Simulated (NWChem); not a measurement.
System: GeNH4Br; SMILES [NH2][GeH2][Br]

Excerpt of the output:

```
             Northwest Computational Chemistry Package (NWChem) 7.3.0
             --------------------------------------------------------

                             Geometry "geometry" -> ""
                             -------------------------

 Output coordinates in angstroms (scale by  1.889725989 to convert to a.u.)

  No.       Tag          Charge          X              Y              Z
 ---- ---------------- ---------- -------------- -------------- --------------
    1 Ge                  32.0000     0.38370200     0.91690700     0.05240000
    2 N                    7.0000    -1.10429600     1.98992800     0.16596900
    3 Br                  35.0000    -0.08943100    -1.37377900    -0.33876800
    4 H                    1.0000     1.22043900     1.38281200    -1.15281200
    5 H                    1.0000     1.11606800     0.96764900     1.40548200
    6 H                    1.0000    -1.71957100     1.75157900     0.93991000
    7 H                    1.0000    -1.65358600     2.01588300    -0.68958100

 Effective nuclear repulsion energy (a.u.)     419.6285574694

  pbe96 is a nonlocal functional; adding pw91lda local functional.
                              NWChem Property Module
                              ----------------------

  itol2e modified to match energy
  convergence criterion.

                                 NWChem DFT Module
                                 -----------------

 Summary of "ao basis" -> "ao basis" (spherical)
 ------------------------------------------------------------------------------
       Tag                 Description            Shells   Functions and Types
 ---------------- ------------------------------  ------  ---------------------
 Ge                         pcsseg-1                15       41   5s7p3d
 N                          pcsseg-1                 7       17   3s3p1d
 Br                         pcsseg-1                15       41   5s7p3d
 H                          pcsseg-1                 3        5   2s1p

  itol2e modified to match energy
  convergence criterion.

            General Information
            -------------------
          SCF calculation type: DFT
          Wavefunction type:  closed shell.
          No. of atoms     :     7
          No. of electrons :    78
           Alpha electrons :    39
            Beta electrons :    39
          Charge           :     0
          Spin multiplicity:     1
          Use of symmetry is: off; symmetry adaption is: off
          Maximum number of iterations: 150
          AO basis - number of functions:   119
                     number of shells:    49
          Convergence on energy requested:  1.00D-07
          Convergence on density requested:  1.00D-05
          Convergence on gradient requested:  5.00D-04

              XC Information
              --------------
          PerdewBurkeErnzerhof Exchange Functional  1.000
            Perdew 1991 LDA Correlation Functional  1.000 local
           PerdewBurkeErnz. Correlation Functional  1.000 non-local

             Grid Information
             ----------------
          Grid used for XC integration:  fine
          Radial quadrature: Mura-Knowles
          Angular quadrature: Lebedev.
          Tag              B.-S. Rad. Rad. Pts. Rad. Cut. Ang. Pts.
          ---              ---------- --------- --------- ---------
          Ge                  1.25      140           9.0       974
          N                   0.65       70          10.0       590
          Br                  1.15      140          11.0       974
          H                   0.35       60          11.0       590
          Grid pruning is: on
          Number of quadrature shells:   590
          Spatial weights used:  Erf1

      Superposition of Atomic Density Guess
      -------------------------------------

 Sum of atomic energies:       -4703.44270911

      Non-variational initial energy
      ------------------------------

 Total energy =   -4704.367853
 1-e energy   =   -7390.916773
 2-e energy   =    2266.920363
 HOMO         =      -0.362596
 LUMO         =       0.030513

   convergence    iter        energy       DeltaE   RMS-Dens  Diis-err
 ---------------- ----- ----------------- --------- --------- ---------
 d= 0,ls=0.0,diis     1  -4707.0311142551 -5.13D+03  1.11D-02  4.50D+00
 d= 0,ls=0.0,diis     2  -4706.9669176889  6.42D-02  1.23D-02  1.21D+00
 d= 0,ls=0.0,diis     3  -4706.9211831240  4.57D-02  5.63D-03  1.79D+00
 d= 0,ls=0.0,diis     4  -4707.1104470856 -1.89D-01  1.54D-03  3.78D-02
 d= 0,ls=0.0,diis     5  -4707.1130792490 -2.63D-03  7.97D-04  7.80D-03
  Resetting Diis
 d= 0,ls=0.0,diis     6  -4707.1140254314 -9.46D-04  1.61D-04  1.16D-03
 d= 0,ls=0.0,diis     7  -4707.1141207379 -9.53D-05  9.37D-05  2.21D-05
 d= 0,ls=0.0,diis     8  -4707.1141139221  6.82D-06  5.80D-05  8.27D-05
 d= 0,ls=0.0,diis     9  -4707.1141235281 -9.61D-06  8.06D-06  2.69D-06
 d= 0,ls=0.0,diis    10  -4707.1141237489 -2.21D-07  2.36D-06  1.64D-07
 d= 0,ls=0.0,diis    11  -4707.1141237669 -1.80D-08  5.55D-07  5.96D-09

         Total DFT energy =    -4707.114123766918
      One electron energy =    -7391.907758671054
           Coulomb energy =     2443.200478013249
    Exchange-Corr. energy =     -178.035400578554
 Nuclear repulsion energy =      419.628557469442

 Numeric. integr. density =       77.999999349718

                       DFT Final Molecular Orbital Analysis
                       ------------------------------------

 Vector   37  Occ=2.000000D+00  E=-2.569990D-01
              MO Center= -2.8D-01, -4.2D-01, -1.9D-01, r^2= 3.8D+00
   Bfn.  Coefficient  Atom+Function         Bfn.  Coefficient  Atom+Function
  ----- ------------  ---------------      ----- ------------  ---------------
    82      0.501374  3 Br px                79      0.438021  3 Br px
    52      0.179819  2 N  py                73     -0.170486  3 Br px
    44      0.162553  2 N  s                 49      0.156492  2 N  py
    76     -0.121999  3 Br px                48      0.106634  2 N  px
    51      0.096674  2 N  px                43      0.093152  2 N  s

 Vector   38  Occ=2.000000D+00  E=-2.460394D-01
              MO Center=  9.3D-03, -1.1D+00, -2.9D-01, r^2= 2.2D+00
   Bfn.  Coefficient  Atom+Function         Bfn.  Coefficient  Atom+Function
  ----- ------------  ---------------      ----- ------------  ---------------
    84      0.578311  3 Br pz                81      0.501406  3 Br pz
    75     -0.194989  3 Br pz                78     -0.139070  3 Br pz
   100      0.123686  4 H  s                105     -0.123669  5 H  s
    83     -0.093893  3 Br py               101      0.091887  4 H  s
   106     -0.091885  5 H  s                 80     -0.081406  3 Br py

 Vector   39  Occ=2.000000D+00  E=-2.360679D-01
              MO Center= -6.8D-01,  7.9D-01, -1.1D-02, r^2= 4.3D+00
   Bfn.  Coefficient  Atom+Function         Bfn.  Coefficient  Atom+Function
  ----- ------------  ---------------      ----- ------------  ---------------
    52      0.373599  2 N  py                49      0.332564  2 N  py
    82     -0.297411  3 Br px                79     -0.262292  3 Br px
    83      0.262697  3 Br py                80      0.209594  3 Br py
    46      0.171189  2 N  py                44      0.103936  2 N  s
    73      0.101408  3 Br px                43      0.086762  2 N  s

 Vector   40  Occ=0.000000D+00  E=-4.389956D-02
              MO Center=  2.2D-01,  2.6D-01, -6.0D-02, r^2= 4.3D+00
   Bfn.  Coefficient  Atom+Function         Bfn.  Coefficient  Atom+Function
  ----- ------------  ---------------      ----- ------------  ---------------
     5      0.886278  1 Ge s                 83     -0.610111  3 Br py
     4      0.553610  1 Ge s                 25     -0.544679  1 Ge py
   101     -0.409950  4 H  s                106     -0.409911  5 H  s
    63     -0.386218  3 Br s                  3     -0.373999  1 Ge s
    80     -0.281034  3 Br py                22     -0.269259  1 Ge py

 Vector   41  Occ=0.000000D+00  E=-1.209292D-02
              MO Center= -4.7D-01,  1.2D+00,  6.6D-02, r^2= 5.1D+00
   Bfn.  Coefficient  Atom+Function         Bfn.  Coefficient  Atom+Function
  ----- ------------  ---------------      ----- ------------  ---------------
    44      0.948189  2 N  s                 24      0.724527  1 Ge px
   111     -0.455010  6 H  s                116     -0.454885  7 H  s
    25     -0.359664  1 Ge py               101     -0.339279  4 H  s
   106     -0.339545  5 H  s                  5      0.274924  1 Ge s
    82     -0.210991  3 Br px                43      0.191098  2 N  s

 Vector   42  Occ=0.000000D+00  E= 1.416156D-02
              MO Center=  7.8D-01,  1.3D+00,  1.3D-01, r^2= 4.1D+00
   Bfn.  Coefficient  Atom+Function         Bfn.  Coefficient  Atom+Function
  ----- ------------  ---------------      ----- ------------  ---------------
     5      1.068250  1 Ge s                101     -1.031983  4 H  s
   106     -1.032183  5 H  s                 25      0.779581  1 Ge py
    24      0.752950  1 Ge px                 4      0.451016  1 Ge s
    44     -0.375632  2 N  s                  3     -0.281468  1 Ge s
    63      0.203112  3 Br s                 83      0.203105  3 Br py

     Multipole analysis of the density
     ---------------------------------

     L   x y z        total         alpha         beta         nuclear
     -   - - -        -----         -----         ----         -------
     0   0 0 0      0.000000    -39.000000    -39.000000     78.000000

     1   1 0 0     -0.285783     -0.503505     -0.503505      0.721227
     1   0 1 0      0.644073     -0.912123     -0.912123      2.468319
     1   0 0 1      0.093037      8.092308      8.092308    -16.091580

     2   2 0 0    -29.797413    -54.097986    -54.097986     78.398559
     2   1 1 0     -0.860188      5.643987      5.643987    -12.148163
     2   1 0 1     -0.015382     -0.197900     -0.197900      0.380419
     2   0 2 0    -35.137291   -250.859880   -250.859880    466.582469
     2   0 1 1     -0.783221    -36.388242    -36.388242     71.993263
     2   0 0 2    -31.511444    -31.755382    -31.755382     31.999321

          -----------------------------------------
          Chemical Shielding Tensors (GIAO, in ppm)
          -----------------------------------------

                                NWChem CPHF Module
                                ------------------

  scftype          =     RHF
  nclosed          =       39
  nopen            =        0
  variables        =     3120
  # of vectors     =        3
  tolerance        = 0.10D-03
  level shift      = 0.00D+00
  max iterations   =       50
  max subspace     =       30

 SCF residual:    2.4845494740243073E-005

Iterative solution of linear equations
  No. of variables     3120
  No. of equations        3
  Maximum subspace       30
        Iterations       50
       Convergence  1.0D-04

   iter   nsub   residual    time
   ----  ------  --------  ---------
     1      3    9.90D-06      40.1

      Atom:    1  Ge
        Diamagnetic
   2756.0754     -0.5507      0.0773
     -0.5507   2763.7914      1.8927
      0.0773      1.8927   2752.3040

        Paramagnetic
  -1409.0205    -13.7378      9.4053
    -13.7378  -1401.2597     47.0476
      9.4053     47.0476  -1686.7167

        Total Shielding Tensor
   1347.0549    -14.2885      9.4826
    -14.2885   1362.5317     48.9403
      9.4826     48.9403   1065.5873

           isotropic =    1258.3913
          anisotropy =     176.3633

          Principal Components and Axis System
                 1           2           3
             1375.9669   1341.9453   1057.2619

      1        -0.4046      0.9136     -0.0402
      2         0.9052      0.3938     -0.1600
      3         0.1304      0.1011      0.9863

      Atom:    2  N
        Diamagnetic
    325.2812    -11.8913     -1.6492
    -11.8913    309.6343     -1.9072
     -1.6492     -1.9072    318.0417

        Paramagnetic
    -98.8354      2.9667      1.5834
      2.9667    -82.4026      7.1718
      1.5834      7.1718   -124.5933

        Total Shielding Tensor
    226.4458     -8.9246     -0.0658
     -8.9246    227.2317      5.2646
     -0.0658      5.2646    193.4484

           isotropic =     215.7086
          anisotropy =      30.6246

          Principal Components and Axis System
                 1           2           3
              236.1250    218.4055    192.5954

      1        -0.6754      0.7364     -0.0403
      2         0.7318      0.6624     -0.1603
      3         0.0913      0.1378      0.9862

      Atom:    3  Br
        Diamagnetic
   3119.8858      2.0145      0.3713
      2.0145   3131.9345      2.2144
      0.3713      2.2144   3119.1751

        Paramagnetic
   -687.0083     -3.7437     16.4617
     -3.7437   -306.6862    129.5918
     16.4617    129.5918  -1084.2759

        Total Shielding Tensor
   2432.8776     -1.7292     16.8330
     -1.7292   2825.2484    131.8063
     16.8330    131.8063   2034.8992

           isotropic =    2431.0084
          anisotropy =     623.4662

          Principal Components and Axis System
                 1           2           3
             2846.6525   2433.5545   2012.8181

      1         0.0024      0.9992     -0.0402
      2         0.9871     -0.0088     -0.1601
      3         0.1603      0.0393      0.9863

      Atom:    4  H
        Diamagnetic
     26.7153      4.9459    -10.5981
      4.9459     23.8891     -5.9763
    -10.5981     -5.9763     31.4765

        Paramagnetic
     -1.7959     -0.9216      2.6671
     -0.9216      0.1445      1.7797
      2.6671      1.7797     -4.7551

        Total Shielding Tensor
     24.9193      4.0243     -7.9311
      4.0243     24.0335     -4.1966
     -7.9311     -4.1966     26.7213

           isotropic =      25.2247
          anisotropy =      16.9268

          Principal Components and Axis System
                 1           2           3
               36.5093     21.3371     17.8278

      1        -0.6072     -0.2410      0.7571
      2        -0.4223      0.9051     -0.0505
      3         0.6731      0.3504      0.6513

      Atom:    5  H
        Diamagnetic
     34.2678     -2.2086    -10.6010
     -2.2086     24.4220     -1.1638
    -10.6010     -1.1638     33.2122

        Paramagnetic
     -1.3242      0.3055      3.0079
      0.3055      1.1561      0.9133
      3.0079      0.9133     -1.1605

        Total Shielding Tensor
     32.9437     -1.9031     -7.5931
     -1.9031     25.5781     -0.2506
     -7.5931     -0.2506     32.0517

           isotropic =      30.1911
          anisotropy =      15.0214

          Principal Components and Axis System
                 1           2           3
               40.2054     26.6956     23.6724

      1         0.7305     -0.3848      0.5641
      2        -0.0834      0.7696      0.6331
      3        -0.6778     -0.5095      0.5301
```

Level: PBE/pcSseg-1, GIAO. Geometry: optimised at B3LYP/6-31G* (spherical d). The output numbers the shielded atoms by their place in the input's list. The printed shielding anisotropy is the first printed principal value minus the mean of the other two.

Write an input that gives this output.

Several could match; the one computed here: the input that was run:
```
start job
memory heap 200 mb stack 900 mb global 1100 mb
geometry units angstroms noautosym nocenter noautoz
  Ge     0.383702     0.916907     0.052400
  N     -1.104296     1.989928     0.165969
  Br    -0.089431    -1.373779    -0.338768
  H      1.220439     1.382812    -1.152812
  H      1.116068     0.967649     1.405482
  H     -1.719571     1.751579     0.939910
  H     -1.653586     2.015883    -0.689581
end
basis spherical
  * library pcsseg-1
end
dft
  xc xpbe96 cpbe96
  iterations 150
end
property
  shielding 5 1 2 3 4 6
end
task dft property
```
